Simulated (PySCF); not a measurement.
Task: Give a PBE0-D3(BJ)/def2-SVP geometry of N-tert-butylacetamide, `CC(=O)NC(C)(C)C`.

Result: 
```
atom  x, y, z in Å
C1     2.6153   -0.5575    0.0083
C2     1.1381   -0.8547    0.1774
O3     0.7292   -1.9701    0.4432
N4     0.3265    0.2235    0.0083
C5    -1.1361    0.2190    0.1274
C6    -1.5986    1.6518   -0.1272
C7    -1.5471   -0.2186    1.5358
C8    -1.7411   -0.7180   -0.9213
H9     3.1730   -1.4935    0.1225
H10    2.9593    0.1629    0.7664
H11    2.8232   -0.1281   -0.9837
H12    0.7656    1.1103   -0.1993
H13   -2.6930    1.7181   -0.0512
H14   -1.3096    1.9887   -1.1358
H15   -1.1668    2.3454    0.6122
H16   -2.6428   -0.2014    1.6369
H17   -1.1191    0.4590    2.2904
H18   -1.1881   -1.2365    1.7356
H19   -1.3793   -1.7429   -0.7661
H20   -1.4591   -0.3951   -1.9351
H21   -2.8393   -0.7145   -0.8498
```

Any rigid rotation of these coordinates is as good. Atoms count from 1 in this order. The 2 C–N bonds span 1.360 Å (C2–N4, drawn single) to 1.467 Å (N4–C5, drawn single), a spread of 0.107 Å. N4 (amide nitrogen) is planar (angles 125.6°, 117.5° and 116.9°, sum 360.0°, 0.01 Å off the plane of its three neighbours). Of the pairs four or more bonds apart, O3···H18 is among the closest relative to their van der Waals radii: 2.43 Å, 89 % of the sum of Bondi's values.

Bonds between heavy atoms (Å): C1–C2 1.516, C2=O3 1.217, C2–N4 1.360, N4–C5 1.467, C5–C6 1.527, C5–C7 1.531, C5–C8 1.531.

Computed, not measured: PySCF 2.14.0, PBE0-D3(BJ)/def2-SVP geometry optimisation, gas phase.

No PBE0-D3(BJ)/def2-SVP frequencies stand behind this structure, so it isn't proved a minimum. The numbers are those of one conformer (C1–C2–N4–C5 -179°).
